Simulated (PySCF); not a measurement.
chloro(ethenylsilyl)silane (C₂H₇ClSi₂), SMILES C=C[SiH2][SiH2]Cl.

Geometry: TPSSh-D3(BJ)/def2-SVP. Other conformers were not sampled.

Two levels are set side by side: TDDFT-PBE/def2-SVPD (PySCF) and TDDFT-CAM-B3LYP/def2-SVPD (PySCF). Vertical, same geometry. The lowest singlet is HOMO→LUMO 84 % with PBE and HOMO→LUMO 80 % with the other functional; states are paired by order. Differences are taken from unrounded values.

| quantity | TDDFT-CAM-B3LYP | TDDFT-PBE | TDDFT-PBE minus TDDFT-CAM-B3LYP |
|---|---|---|---|
| lowest singlet excitation (eV) | 5.92 | 5.03 | -0.88 |
| lowest triplet excitation (TDA) (eV) | 4.07 | 4.01 | -0.05 |
| first bright state (f over 0.05) (eV) | 5.92 | 5.03 | -0.88 |
| its oscillator strength | 0.14 | 0.13 | 0.00 |

A lower first singlet is the usual sign of a functional without exact exchange. Differences between two approximate levels are no errors against the true value.

Rough cost on one machine, each run with all the roots and properties that it gave: TDDFT-CAM-B3LYP against TDDFT-PBE about 7 times.
